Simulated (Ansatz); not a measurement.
Level of theory: Ansatz (a first-principles code) with frozen-core CCSD(T)/cc-pVTZ // B3LYP-D3(BJ)/def2-TZVP.

Ansatz 0.2 input:
```yaml
crystal:
  periodic: [false, false, false]
  atoms:
    - { symbol: F, position_ang: [1.544895, -0.219949, -0.133334] }
    - { symbol: Ge, position_ang: [-0.103001, 0.012308, 0.435702] }
    - { symbol: H, position_ang: [-0.53756, 1.38761, -0.144096] }
    - { symbol: H, position_ang: [-0.904334, -1.179968, -0.158273] }
basis:
  gaussian: { orbitals: cc-pVTZ }
correlation:
  method: ccsd_t
magnetization:
  spin_polarized: true
  initial_magnetization: 1
```

Output:

```
Functional definition: HF
621 factors; integrals over basis functions are off by at most 7.6e-4 eV
mean field evaluation 1: about -59211.2811 eV, gradient 2.0e1 eV
mean field evaluation 2: about -59211.2855 eV, gradient 2.0e1 eV
mean field evaluation 4: about -59213.1072 eV, gradient 1.9e0 eV
mean field evaluation 8: about -59213.1656 eV, gradient 3.0e-3 eV
mean field evaluation 16: about -59213.1002 eV, gradient 1.9e0 eV
mean field -59213.16556915 eV, -2176.0436985412 hartree, gradient 1.5e-6 eV, S^2 0.754544; 0 other end points of the search recorded, 0 dependent functions left out
10 core orbitals not correlated
reference -59213.16556915 eV, -2176.0436985412 hartree; 12, 11 occupied and 79, 80 virtual orbitals, 621 factors
second order -11.79697673 eV of doubles, -0.00000000 eV of singles
cycle   1  -11.73583817 eV  change    6.1e-2 eV  update   8.8e-2
cycle   2  -12.08243223 eV  change   -3.5e-1 eV  update   2.8e-2
cycle   3  -12.17343044 eV  change   -9.1e-2 eV  update   1.6e-2
cycle   4  -12.16510759 eV  change    8.3e-3 eV  update   4.6e-3
cycle   5  -12.16382479 eV  change    1.3e-3 eV  update   2.5e-3
cycle   6  -12.16503855 eV  change   -1.2e-3 eV  update   8.6e-4
cycle   7  -12.16491134 eV  change    1.3e-4 eV  update   4.3e-4
cycle   8  -12.16488778 eV  change    2.4e-5 eV  update   1.2e-4
cycle   9  -12.16495327 eV  change   -6.5e-5 eV  update   5.2e-5
cycle  10  -12.16493936 eV  change    1.4e-5 eV  update   1.6e-5
perturbative correction -0.40903403 eV, -0.0150317233 hartree
Total energy: -59225.73954254 eV, -2176.5057835403 hartree
```

Cost: very roughly 18 core-seconds.
